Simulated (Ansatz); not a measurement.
Cartesian coordinates in Å:
```
C -0.620 -1.255 0.179
Zr 0.592 0.498 -0.340
O -0.198 1.925 0.615
Cl 2.777 0.026 0.389
Cl 0.408 0.760 -2.668
H -1.665 -1.111 -0.117
H -0.593 -1.445 1.258
H -0.237 -2.145 -0.335
H -0.466 2.746 1.020
```

The species carries charge 0 and has multiplicity 1. Zr: def2 effective core potential.

(1) List the ωB97M-V/def2-TZVPP orbital energies in eV (Ansatz). (Estimate.)

Answers

(1) Computed: Occupied: -2771.65, -2771.65, -526.80, -280.78, -262.06, -262.06, -199.46, -199.46, -199.44, -199.44, -199.43, -199.43, -62.60, -39.27, -38.90, -38.67, -30.36, -25.07, -24.90, -21.64, -17.36, -13.87, -13.76, -13.33, -12.97, -12.78, -12.35, -12.04, -11.74, -11.66, -11.41, -10.39. Lowest empty: 0.55, 0.58, 0.74, 1.33, 1.38, 1.45, 1.51, 1.74.
